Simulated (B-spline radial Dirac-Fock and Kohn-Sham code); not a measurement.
# Ca 2p3/2: cross section and angular parameters

System: the Ca atom in the configuration 1s2 2s2 2p6 3s2 3p6 4s2; threshold 346.2 eV (tabulated edge). Level of theory: Dirac-Hartree-Slater photoionisation with a Latter tail; cross sections with all multipoles, angular parameters from the dipole term and its interference with E2; a B-spline atomic structure program.

The run's input, task.json:

```json
{"items": [{
  "Z": 20,
  "q": 0,
  "cfg": [[1, 0, 2], [2, 0, 2], [2, 1, 6], [3, 0, 2], [3, 1, 6], [4, 0, 2]],
  "A": 40,
  "rrms": 3.4776,
  "do": "xps",
  "hv": [57.5, 73.9, 80, 90.0, 97.7, 100, 124.0, 154.0, 200, 250.0, 253.0, 264.0, 300, 400, 477.0, 511.0, 621.0, 685.0, 764.0, 919.0, 1700.0, 2610.0, 2984.4, 3960.0, 4550.0, 5090.0, 5414.7, 7990.0, 8320.0, 9251.7],
  "edges": {"K": 4038.5, "L1": 438.4, "L2": 349.7, "L3": 346.2}
}]}
```

Launch: `python xray2_run.py task.json out`

For linearly polarised light dσ/dΩ = σ/(4π) [1 + β P₂(cos θ) + (δ + γ cos²θ) sin θ cos φ], with θ from the polarisation vector and φ the angle between the beam and the projection of the electron momentum on the plane normal to the polarisation.

```
hν (eV)  σ (kb)      β       γ      δ
    400    1340  1.022  -0.067  0.009
    477     919  1.311  -0.015  0.013
    511     786  1.368   0.011  0.014
    621     493  1.453   0.094  0.017
    685     385  1.470   0.139  0.018
    764     290  1.477   0.191  0.020
    919     176  1.465   0.281  0.024
   1700    30.0  1.302   0.580  0.044
   2610       ?      ?       ?      ?
 2984.4    5.17  1.056   0.826  0.083
   3960    2.04  0.918   0.935  0.113
   4550    1.28  0.850   0.986  0.131
   5090   0.876  0.795   1.025  0.146
 5414.7   0.708  0.765   1.046  0.155
   7990   0.181  0.584   1.164  0.223
   8320   0.157  0.567   1.175  0.231
 9251.7   0.107  0.521   1.205  0.253
```

Question: Give the values at 2610 eV.

Answer: σ = 7.95 kb, β = 1.119, γ = 0.771, δ = 0.072.

Values without a named source are computed, but for edge energies of neutral atoms, which are taken from tables.
